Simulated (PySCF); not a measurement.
Species: C₆H₁₂OSi.
SMILES with atom numbers: `[CH2:1]=[C:2]([CH3:3])[C@@:4]1([CH2:5][OH:6])[CH2:7][SiH2:8]1`

NICS = −σ at a ghost point: NICS(0) at the centroid of the ring atoms, NICS(1) 1 Å to either side along the normal of their mean plane, zz for the tensor component along that normal. Level: GIAO PBE0/pcSseg-1 (PySCF, non-relativistic, gas phase) on the GFN2-xTB geometry, one conformer.

Ring bond lengths (Å), with Mayer bond orders in brackets: C4–C7 1.534 (0.92), C7–Si8 1.877 (0.94), Si8–C4 1.910 (0.83).

Question: What do the NICS probes read (ppm)?

Answer: 
```csv
ring,type,NICS(0),"NICS(1), two faces","NICS(1)zz, two faces",rms pucker (Å),"centre to ring atoms, mean (Å)"
C4–C7–Si8,3-membered ring with Si; formal bonds all single,-29.2,-8.5 / -8.0,-15.8 / -20.4,0.00,1.02
```

Question: What do they say, and how far can they be read as aromaticity?

Answer: 
- C4–C7–Si8: mean NICS(1)zz -18.1 ppm, shielded. C4, C7, Si8 have four or more neighbours, and the NICS criterion for π rings isn't applied. The two faces differ by 4.6 ppm, so no symmetry operation interchanges them. NICS(0) lies 21 ppm below the mean NICS(1).

Question: What is the mean of the two in-plane components of NICS at the first NICS(1) probe listed for ring C4–C7–Si8, 1 Å off the ring?

Answer: The isotropic value is a third of the trace: (3 × -8.5 − (-15.8))/2 = -4.8 ppm.

Question: How shielded are the nuclei of the rings and their hydrogens (means over atoms taken as equivalent)?

Answer: 
```csv
atoms,environment,σ isotropic (ppm)
C4,sp3 carbon bound to silicon,149.3
C7,sp3 carbon bound to silicon,180.0
Si8,SiH2 silicon,474.9
H on C7,methylene hydrogen,30.47
H on C7,methylene hydrogen,30.74
H on Si8,Si–H hydrogen,29.38
H on Si8,Si–H hydrogen,28.35
```

The values belong to the conformer `[CH2:1]=[C:2]([CH3:3])[C@@:4]1([CH2:5][OH:6])[CH2:7][SiH2:8]1`: C1–C2–C4–C5 -125°, C2–C4–C5–O6 -161°, H–O6–C5–C4 -176°.
